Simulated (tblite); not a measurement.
C5H11NO2Si.
Cartesian coordinates in Å at the GFN2-xTB level; atoms count from 1:
```xyz
20
C5H11NO2Si angstrom
C     -2.3007   -1.2480   -0.6855
Si    -0.9270   -0.4443    0.3396
N     -1.0635    1.2660    0.3609
C      0.1836    1.9525    0.0635
C      0.8854    1.1043   -0.9923
C      0.7619   -0.3629   -0.5865
C      1.8005   -0.7718    0.3801
O      2.4395   -0.0452    1.1001
O      1.9469   -2.1142    0.4287
H     -2.4231   -0.7687   -1.6516
H     -3.2459   -1.1801   -0.1594
H     -2.0968   -2.2993   -0.8560
H     -0.7840   -1.1261    1.6369
H     -1.6952    1.7863    0.9466
H      0.8225    2.0383    0.9494
H     -0.0281    2.9574   -0.3123
H      0.3878    1.2471   -1.9519
H      1.9305    1.4016   -1.0861
H      0.7977   -1.0356   -1.4405
H      2.6030   -2.3466    1.1036
```

Computed values, GFN2-xTB/tblite, gas phase, harmonic and unscaled. This tight-binding method is rough: wavenumbers can miss measured ones by several per cent, in bad cases by 10 to 20. Modes of hydrogen on silicon can be 10 to 20 % off. One conformer, not necessarily the lowest.

Harmonic wavenumbers (cm⁻¹): 52.4, 64.0, 112.9, 126.0, 131.9, 177.8, 242.7, 264.0, 336.4, 424.0, 490.2, 539.0, 569.9, 605.6, 635.9, 667.8, 686.8, 754.1, 769.3, 807.4, 824.0, 846.4, 888.3, 938.4, 963.1, 1047.5, 1071.5, 1090.9, 1112.9, 1138.0, 1179.6, 1180.1, 1210.8, 1267.8, 1303.7, 1321.9, 1352.1, 1370.4, 1465.4, 1477.8, 1489.0, 1494.2, 1768.1, 2188.3, 2913.1, 2950.4, 2986.9, 2992.9, 3004.4, 3045.9, 3059.1, 3064.9, 3457.7, 3477.1.

A = 1893, B = 1222, C = 888.1 MHz; mass 145.056 u (most abundant isotopes); point group C1, symmetry number 1.

Task: Zero-point energy?

Result: Half the sum of the wavenumbers: 34700 cm⁻¹ = 415.11 kJ/mol.

Task: Entropy at 500 K, 1 bar (ideal gas, RRHO, classical rotation)?

Result: Translation 181.68, rotation 129.61, vibration 224.10: S = 535.4 J/(mol K).

Task: And Cp and H(500 K) − H(0)?

Result: Cp = 255.87 J/(mol K), of which vibrations give 222.62 (their classical limit is 54 R = 449.0); H(500 K) − H(0) = 74.27 kJ/mol without the zero-point energy, 57.64 from vibrations.

Task: How do the functions run with temperature in this model?

Result: 
```tsv
T (K)	S (J/(mol K))	Cp (J/(mol K))	H − H(0) (kJ/mol)	G − H(0) (kJ/mol)	ln q(vib)
100	296.8	82.6	5.69	-23.99	1.85
200	366.8	125.1	16.03	-57.33	4.70
300	426.5	172.9	30.91	-97.03	7.50
800	674.0	332.8	163.67	-375.57	21.14
1000	752.0	365.5	233.67	-518.34	26.13
```

q(vib) and H(0) count from the zero-point level.

Task: Blend soft modes into free rotors: weight 1/[1 + (100 cm⁻¹/ν̃)⁴] for the oscillator and the rest for a rotor with moment μB/(μ + B), μ = h/(8π²ν), B = 10⁻⁴⁴ kg m². What vibrational entropy results?

Result: 208.12 J/(mol K) in place of 224.10, which changes −T·S at 500 K by +7.99 kJ/mol.

Task: What must be added to the electronic energy to get the Gibbs energy at 500 K and 1 bar?

Result: ZPE + [H(500 K) − H(0)] − T·S = 415.11 + 74.27 − 267.70 = 221.68 kJ/mol.

Task: Which modes carry the vibrational entropy at 500 K?

Result: 52.4 cm⁻¹: 24.05; 64.0 cm⁻¹: 22.39; 112.9 cm⁻¹: 17.70; 126.0 cm⁻¹: 16.80; 131.9 cm⁻¹: 16.42; 177.8 cm⁻¹: 13.98 J/(mol K); the other 48 give 112.76 together.

Hindered rotation and anharmonicity are outside this model. Other conformers, if any are populated, would add a mixing term that is left out. The structure is chiral; the term R ln 2 for an equal mix with its mirror image is left out.
